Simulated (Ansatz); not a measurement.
# Worked example: C2H9NSi + CH6OSi → CH9NSi2 + C2H6O

Species: C2H9NSi `CN(C)[SiH3]`, singlet; CH6OSi `CO[SiH3]`, singlet; CH9NSi2 `CN([SiH3])[SiH3]`, singlet; C2H6O (dimethyl ether) `COC`, singlet. The partners trade CH3 for SiH3: N–CH3 and O–SiH3 bonds give way to N–SiH3 and O–CH3.

Shapes, held fixed at every level: PBE0-D4/def2-TZVP. Programs: Ansatz 0.2.0. The zero-point and thermal change to 298 K, harmonic and unscaled (PBE0-D4/def2-TZVP), is +0.1 kJ/mol.

At CCSD(T)/CBS estimate; 1 Eh = 2625.50 kJ/mol:

| species | energy (Eh) |
| --- | --- |
| C2H9NSi | -425.299810 |
| CH6OSi | -405.930014 |
| CH9NSi2 | -676.350369 |
| C2H6O | -154.862764 |

**Question.** Work out ΔH(298 K) of the reaction at this level.

**Answer.** 
1. Products less reactants: (-676.350369) + (-154.862764) − [(-425.299810) + (-405.930014)] = 0.016691 Eh = +43.8 kJ/mol.
2. With the thermal change: +43.8 + (+0.1) = +43.9 kJ/mol.

Other levels give +39.0 (CCSD(T)/def2-SVP) to +46.0 kJ/mol (B2PLYP/def2-TZVPP). No measured value is set beside it here. The CBS estimate extrapolates MP2 from def2-TZVPP and def2-QZVPP and adds CCSD(T) − MP2 in the triple-zeta set, cores frozen.
